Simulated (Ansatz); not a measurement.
Consider the hydrogenolysis of the In–O bond: `[NH2][In]([OH])[O][SiH3]` + H₂ → `[NH2][InH][OH]` + `O[SiH3]`.

Calculated with Ansatz (gas phase, PBE0-D4/def2-TZVP geometries, no zero-point term in ΔE). CCSD(T)/CBS is the MP2 limit (def2-TZVPP, def2-QZVPP) plus CCSD(T) − MP2 in def2-TZVPP, frozen cores. This one scheme is used for every species. DFT in def2-TZVPP. Elements past krypton have def2 core potentials. For In outer-core shells are correlated without core-valence functions, which leaves a few kJ/mol of doubt a bond. One conformer a species, not always the lowest.

Is it downhill or uphill in electronic energy at CCSD(T)/CBS, and by how much? (Best estimate.)

Computed: Uphill: ΔE = +28.1 kJ/mol.

What do these levels give: BLYP-D4, B97M-V, PBE0-D4, CAM-B3LYP-D4, ωB97X-V, PBE-QIDH, PBE0, HF/def2-SVP, HF/def2-QZVPP, SCS-MP2/def2-QZVPP, HF/CBS(def2), CCSD/CBS(def2)? (An estimate is asked.)

The calculation gave: BLYP-D4 24.6, B97M-V 15.3, PBE0-D4 12.5, CAM-B3LYP-D4 15.2, ωB97X-V 18.3, PBE-QIDH 16.6, PBE0 7.0, HF/def2-SVP 5.2, HF/def2-QZVPP 7.2, SCS-MP2/def2-QZVPP 30.2, HF/CBS(def2) 7.3, CCSD/CBS(def2) 22.4 kJ/mol.

Largest T1 diagnostic among the species: 0.016.

The D4 term adds +9.3 kJ/mol with B3LYP and +5.4 kJ/mol with PBE0; it sums over pairs of atoms, weighted by their polarisabilities, and B3LYP, whose exchange is more repulsive, gets the larger term. From PBE to PBE0 (25 % exact exchange), in def2-TZVPP and without D4, ΔE moves by −4.1 kJ/mol.

B3LYP here is the variant with VWN-RPA as its local correlation; programs differ in this.
